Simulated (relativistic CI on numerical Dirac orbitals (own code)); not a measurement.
**Sensitivity of the levels of Ag²³⁺ to α and to the nuclear radius**

These numbers are calculated, not measured: Dirac-Coulomb-Breit CI, KLI orbitals optimised for each configuration, derivatives by finite differences, unscaled Slater integrals, QED left out (own radial code, finite nucleus).

Configuration list (outside the closed core [Ne]): 3s2 3p6 3d6, 3s2 3p5 3d7, 3s2 3p4 3d8, 3s 3p6 3d7, 3p6 3d8, 3s 3p5 3d8, 3s2 3p6 3d5 4s, 3s2 3p6 3d5 4p. Levels of other configurations are missing.

With x = (α/α₀)² − 1 an excitation energy changes as ω = ω₀ + qx; K = 2q/ω₀ is the relative enhancement. Terms are leading LS components, so labels can repeat. The field-shift factor is F = δν/δ⟨r²⟩ for the transition from the lowest level.

Lowest level 3s2 3p6 3d6 5D_4.

```csv
Level,ω₀ (cm⁻¹),q (cm⁻¹),F (GHz/fm²)
3s2 3p6 3d6 5D_2,28536.3,7694,0.0373
3s2 3p6 3d6 5D_3,33154.3,42430,0.297
3s2 3p6 3d6 5D_1,47985.6,48000,0.333
3s2 3p6 3d6 5D_0,48617.6,38750,0.282
3s2 3p6 3d6 3H_4,80386.1,8476,0.161
3s2 3p6 3d6 3H_6,101698.1,27840,0.337
3s2 3p6 3d6 3H_5,101952.1,26020,0.311
3s2 3p6 3d6 3P_2,102077.7,62170,0.406
3s2 3p6 3d6 3F_3,117810.6,39190,0.353
3s2 3p6 3d6 3F_2,120678.8,36390,0.272
3s2 3p6 3d6 1S_0,138972.9,57420,0.505
3s2 3p6 3d6 3H_4,139344.2,72970,0.609
3s2 3p6 3d6 3G_4,154991.9,59220,0.565
```

At this charge energies of transitions that change n are usually good to better than 1 %, and those within a shell (Δn = 0) to a few per cent. Terms inside the open d or f shell come out 10 to 20 % too wide with unscaled integrals.

(1) Which transition from the lowest level has the largest |K|?

Answers

(1) 3s2 3p6 3d6 5D_3 at 33154.3 cm⁻¹, K = 2.56.
